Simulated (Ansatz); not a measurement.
Basis-set extrapolation for C3H9NSi, SMILES `C/C=C/[SiH2]N` (PBE0-D4/def2-TZVP geometry, frozen core, Ansatz 0.2.0). Multiplicity 1, RHF reference.

```tsv
	def2-TZVPP	def2-QZVPP
HF	-462.324305	-462.341892
MP2 correlation	-0.839718	-0.896156
CCSD(T) correlation	-0.929120	not run
```

Energies in hartree. Use E(X) = E(∞) + A·exp(−7.88·√X) for Hartree–Fock and E(X) = E(∞) + B·X^(−2.97) for correlation, with X = 3 and 4, and add CCSD(T) minus MP2 of the smaller set to the MP2 limit.

Q: What is the CCSD(T) energy at the basis-set limit?

A: HF limit: -462.341892 + (-0.017587) × 0.13774 = -462.34431. MP2 limit: -0.896156 + (-0.056438) × 0.74074 = -0.93796. Higher-order term: -0.929120 − (-0.839718) = -0.08940. Total: -463.37167 hartree, 74.2 kcal/mol below CCSD(T)/def2-TZVPP.
